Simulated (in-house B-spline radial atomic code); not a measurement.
The outermost shell (largest non-relativistic mean radius) with and without relativity; Dirac values are averaged over j. Computed with an all-electron radial atomic-structure program (B-spline basis): non-relativistic Hartree-Fock and Dirac-Hartree-Fock, averages of the configuration (point nuclei without relativity, finite nuclei with it).

```
ion  configuration  outermost shell  radius non-relativistic (bohr)  radius Dirac (bohr)  radius change (%)  level non-relativistic (eV)  level Dirac (eV)  spin-orbit splitting (eV)
Mn+   [Ar] 3d5 4s1               4s                          2.9746               2.9465           -0.94776                      -14.332           -14.482                          -
Fe+   [Ar] 3d6 4s1               4s                          2.8775               2.8469             -1.064                      -14.824               -15                          -
Co+       [Ar] 3d8                ?                               ?                    ?                  ?                            ?                 ?                          ?
Ni+       [Ar] 3d9                ?                               ?                    ?                  ?                            ?                 ?                          ?
Cu+      [Ar] 3d10               3d                         0.97763              0.98284            0.53254                      -22.045           -21.846                    0.36019
Zn+  [Ar] 3d10 4s1               4s                          2.5663               2.5256            -1.5885                      -16.645           -16.946                          -
Ga+  [Ar] 3d10 4s2               4s                          2.3455               2.3104            -1.4967                      -18.723           -19.038                          -
```

Question: Fill in the row of Co+.

Answer: outermost shell: 3d; radius non-relativistic (bohr): 1.096; radius Dirac (bohr): 1.1019; radius change (%): 0.53996; level non-relativistic (eV): -19.794; level Dirac (eV): -19.63; spin-orbit splitting (eV): 0.21495.

Question: Fill in the row of Ni+.

Answer: outermost shell: 3d; radius non-relativistic (bohr): 1.0329; radius Dirac (bohr): 1.0384; radius change (%): 0.53507; level non-relativistic (eV): -20.933; level Dirac (eV): -20.752; spin-orbit splitting (eV): 0.28089.

Question: Which member changes most?

Answer: Zinc (Zn+): its 4s shell contracts by 1.6 %.
